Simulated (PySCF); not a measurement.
Computed shifts of a molecule C2H10FNSi2, B3LYP/pcSseg-1 in PySCF, GIAO, gas phase, atoms alike by connectivity averaged where their shifts nearly agree, in ppm (number of nuclei): ¹³C: 16.0 (1), 6.4 (1). ²⁹Si: -6.3 (1), -65.4 (1). ¹⁵N: 47.5 (1). ¹⁹F: -155.2 (1). ¹H: 5.27 (1), 3.87 (1), 3.78 (1), 1.98 (1), 1.49 (1), 1.46 (3), 0.88 (2). References: ¹³C against TMS (σ = 181.3 ppm); ²⁹Si against TMS (σ = 338.7 ppm); ¹⁵N against NH3 (σ = 265.5 ppm); ¹⁹F against CFCl3 (σ = 161.7 ppm); ¹H against TMS (σ = 31.68 ppm), references at their B3LYP-D3(BJ)/def2-TZVP geometries, non-relativistic. Geometry optimised at PBE0-D3(BJ)/def2-SVP. Other conformers were not sampled.

Pick the molecule that these values belong to.
(A) C[SiH2][Si@@H](N)CF
(B) N[SiH2]C[SiH2]CF
(C) C[C@H](F)[Si@@H](N)[SiH3]
(D) CC[SiH2][Si@@H](N)F

D, CC[SiH2][Si@@H](N)F
